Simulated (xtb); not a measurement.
A geometry relaxed with xtb 6.7.1 with GFN2-xTB, charge 0, multiplicity 1:

```xyz
6

F      1.6675    -1.4265     0.4075
H     -1.5383    -0.8040     0.1374
Ga     0.7528    -0.0025     0.0091
N     -1.0702     0.0927     0.2299
F      1.7026     1.3562    -0.5147
H     -1.5172     0.7764    -0.3740
```

### Question
Write the SMILES of this molecule.

### Answer
`[NH2][Ga]([F])[F]`
